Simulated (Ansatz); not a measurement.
Cost and result for the atomization energy of CH4AlNSeSi, SMILES `[AlH2][N]1[SiH2]C1=[Se]` (9 atoms, 9 bonds).

Z-matrix (Å, degrees):
```
Si
N 1 1.760
C 1 1.821 2 44.6
H 1 1.478 2 116.7 3 110.3
H 1 1.478 2 116.8 3 -110.3
Al 2 1.819 1 153.2 3 -179.9
Se 3 1.763 1 158.7 2 -179.9
H 6 1.578 2 112.6 1 -0.5
H 6 1.572 2 121.3 1 179.6
```

Charge 0, multiplicity 1. Correlated methods include outer-core shells of Se, which these sets cover unevenly. Scalar relativity is left out up to krypton. The geometry is a stationary point of PBE0-D4/def2-TZVP. Program: Ansatz. All runs use 4 threads of an Arm Neoverse V1 on a shared host. Times are those of one run each, without the atoms' runs, and a repeat can differ threefold. Electronic energies, without spin–orbit coupling; frozen cores. CCSD(T)/CBS adds CCSD(T) − MP2 in def2-TZVPP to the MP2 limit, and its time is that of the two runs behind it. T1 = 0.018. With those shells the extrapolation isn't a true limit. B3LYP takes the VWN-RPA correlation (the form of Gaussian; ORCA's B3LYP/G).

CCSD(T)/CBS is a level of theory with its own doubt, some kJ/mol a heavy atom from the limit and from the frozen cores, so smaller differences don't rank the functionals.

| level | functions | wall time |
| --- | --- | --- |
| BLYP-D4/def2-TZVPP | 250 | 2.6 s |
| PBE-D4/def2-TZVPP (with forces) | 250 | 3.1 s |
| CAM-B3LYP-D4/def2-TZVPP | 250 | 5.5 s |
| r2SCAN-D4/def2-TZVPP (with forces) | 250 | 7 s |
| B3LYP-D4/def2-TZVPP (with forces) | 250 | 7 s |
| r2SCANh-D4/def2-TZVPP | 250 | 8 s |
| B2PLYP/def2-TZVPP | 250 | 8 s |
| CCSD(T)/def2-SVP | 116 | 8 s |
| ωB97X-V/def2-TZVPP | 250 | 11 s |
| B97M-V/def2-TZVPP | 250 | 12 s |
| MP2/def2-QZVPP | 463 | 40 s |
| CCSD(T)/def2-TZVPP | 250 | 3.3 min |
| CCSD(T)/CBS(def2) | – | 4 min |

Task: What atomization energy does each give, and how far from CCSD(T)/CBS? (Estimate.)

Result: The calculation gave: 
| level | atomization (kJ/mol) | difference from CCSD(T)/CBS | per bond |
| --- | --- | --- | --- |
| BLYP-D4/def2-TZVPP | 2879.6 | 16.7 | 1.9 |
| PBE-D4/def2-TZVPP (with forces) | 2931.8 | 68.9 | 7.6 |
| CAM-B3LYP-D4/def2-TZVPP | 2858.4 | -4.5 | -0.5 |
| r2SCAN-D4/def2-TZVPP (with forces) | 2877.6 | 14.7 | 1.6 |
| B3LYP-D4/def2-TZVPP (with forces) | 2864.1 | 1.2 | 0.1 |
| r2SCANh-D4/def2-TZVPP | 2847.9 | -15.0 | -1.7 |
| B2PLYP/def2-TZVPP | 2824.2 | -38.7 | -4.3 |
| CCSD(T)/def2-SVP | 2631.7 | -231.2 | -25.7 |
| ωB97X-V/def2-TZVPP | 2877.6 | 14.7 | 1.6 |
| B97M-V/def2-TZVPP | 2900.3 | 37.4 | 4.1 |
| MP2/def2-QZVPP | 2888.4 | 25.5 | 2.8 |
| CCSD(T)/def2-TZVPP | 2757.9 | -105.0 | -11.7 |
| CCSD(T)/CBS(def2) | 2862.9 | 0.0 | 0.0 |

From PBE to PBE0 (25 % exact exchange), in def2-TZVPP and without D4, the atomization energy moves by −73.7 kJ/mol: exact exchange takes away binding that semilocal exchange gives to molecules. At CCSD(T), def2-SVP lies −231.2 kJ/mol from the extrapolated value and def2-TZVPP −105.0 kJ/mol: correlation converges slowly with the basis, and small sets miss more of it in the bonded molecule than in its fragments. In def2-TZVPP, CCSD(T) changes the Hartree–Fock value by +857.0 kJ/mol (the triples alone add +70.9 kJ/mol) and MP2 by +924.5 kJ/mol; breaking electron pairs costs correlation energy, which Hartree–Fock lacks.

For some Ge, Se and Sn compounds the MP2-based and the directly extrapolated limit differ by 10 to 25 kJ/mol.
